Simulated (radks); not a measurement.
Problem. Valence configurations of the iron ion Fe2+ (all share [Ar]). All-electron calculation, non-relativistic Kohn-Sham, r2SCAN, spin-polarised, spherical densities, point nucleus; open shells are filled with parallel spins first; meta-GGA in the generalised Kohn-Sham scheme. Program: a radial shooting solver on a logarithmic mesh with Libxc functionals. Order these by energy: 3d6; 3d5.5 4s0.5; 3d4 4s2; 3d5 4p1; 3d5.5 4p0.5; 3d4 4p2; 3d5 4s1.

Solution. From the lowest, in eV above it: 3d6 0.000; 3d5.5 4s0.5 1.451; 3d5 4s1 3.096; 3d5.5 4p0.5 4.566; 3d5 4p1 9.720; 3d4 4s2 19.767; 3d4 4p2 31.079. NIST lists [Ar] 3d6 as the ground configuration; this level of theory agrees among the configurations tried. The energies are those of spherical high-spin densities, not of single terms.
